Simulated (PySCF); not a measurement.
Ionisation energy of Pd³⁰⁺ by level of theory

Pd³⁰⁺ [Ne] 3s2 3p4 (3P) → Pd³¹⁺ [Ne] 3s2 3p3 (4S), as a difference of total energies. Calculation: PySCF 2.14, in an uncontracted even-tempered set (16 s from 3.9 bohr⁻², ratio 2.5; 11 p from 5 bohr⁻², ratio 2.5; 5 d from 24 bohr⁻², ratio 2.7; 4 f from 36 bohr⁻², ratio 2.7); no relativity, point nucleus. Correlated levels: outer shells: 1s2 frozen; virtual orbitals above 40 to 60 times the deepest correlated orbital energy dropped. The calculations carry no spin-orbit coupling.

```json
{"method": "UHF", "ionisation energy (eV)": "1765.7"}
{"method": "MP2 (outer shells)", "ionisation energy (eV)": "1766.7"}
{"method": "SCS-MP2 (outer shells)", "ionisation energy (eV)": "1766.7"}
{"method": "CCSD (outer shells)", "ionisation energy (eV)": "1766.6"}
{"method": "CCSD(T) (outer shells)", "ionisation energy (eV)": "1766.6"}
```

Spin-orbit coupling is strong in these open shells (close to jj coupling). The scalar numbers leave it out and a first-order estimate fails, so it can dominate the gap to the real levels.

The gap to the reference is mostly relativistic.

For comparison: 1781.3 ± 2.3 eV (semi-empirical (NIST evaluation); NIST Atomic Spectra Database, ionization energies).
